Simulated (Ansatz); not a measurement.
Ag6⁻. Total charge -1; doublet. Geometry relaxed at PBE0-D4/def2-SVPD.

```xyz
6

Ag   -1.481    1.088   -1.013
Ag    0.375   -1.080   -0.986
Ag    1.150    1.644   -0.616
Ag    2.299   -0.514    0.906
Ag   -2.062   -1.433    0.254
Ag   -0.280    0.294    1.454
```

In the def2 sets Ag takes a core potential; there is no spin–orbit coupling. The structure comes from a short search, and lower isomers may exist.

(1) Estimate the harmonic wavenumbers at UKS PBE0-D4/def2-SVPD (Ansatz, unscaled). Is this a minimum?

Results:

(1) 38, 43, 67, 68, 87, 87, 88, 100, 113, 138, 152, 158 cm⁻¹. Yes, no mode is imaginary beyond noise. Zero-point energy 6.8 kJ/mol. Hardware: 4 threads of Arm Neoverse N1 on a shared host. Wall time 16 min, peak host memory 1.5 GiB.
